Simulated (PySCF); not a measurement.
Br5Ta, SMILES [Br][Ta]([Br])([Br])([Br])[Br] (PBE0/def2-SVP optimised geometry):

```
6

Ta    -1.219     0.000     0.000
Br    -1.220    -2.488     0.001
Br    -1.218     2.488     0.000
Br     1.220     0.000     0.000
Br    -2.439    -0.001    -2.112
Br    -2.439     0.001     2.113
```

Computed with PySCF 2.14.0 with PBE0/def2-TZVP, def2 effective core potentials past Kr.

Task: What are the frontier orbital energies and the dipole moment?

Result: HOMO-2 -8.70 eV, HOMO-1 -8.31 eV, HOMO -8.31 eV, LUMO -3.88 eV, LUMO+1 -3.88 eV; dipole moment 0.00 D.

On the same geometry PBE/def2-TZVP, def2 effective core potentials past Kr run with PySCF gives HOMO-2 -7.48 eV, HOMO-1 -7.09 eV, HOMO -7.09 eV, LUMO -4.45 eV, LUMO+1 -4.45 eV; dipole moment 0.00 D.
